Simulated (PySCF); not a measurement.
Computed shifts of a molecule C4H7NO, KT2/pcSseg-1 (PySCF), GIAO, gas phase, equivalent atoms averaged, in ppm (number of nuclei): ¹³C: 162.2 (1), 149.8 (1), 117.6 (1), 73.4 (1). ¹⁵N: 356.5 (1). ¹H: 7.80 (1), 6.85 (1), 5.98 (1), 5.48 (1), 4.69 (1), 4.56 (1), 0.32 (1). References: ¹³C against TMS (σ = 185.1 ppm); ¹⁵N against NH3 (σ = 266.2 ppm); ¹⁷O against H2O (σ = 330.4 ppm); ¹H against TMS (σ = 31.47 ppm), references at their B3LYP-D3(BJ)/def2-TZVP geometries, non-relativistic. Coordinates come from a ωB97X-D3(BJ)/def2-SVP optimisation. One conformer was computed; it need not be the lowest.

Problem. Which structure fits?
A) C/N=C(\C)C=O
B) C=C/N=C/CO
C) C=C/N=C/OC
D) C/N=C1\CCO1

Solution. B, C=C/N=C/CO
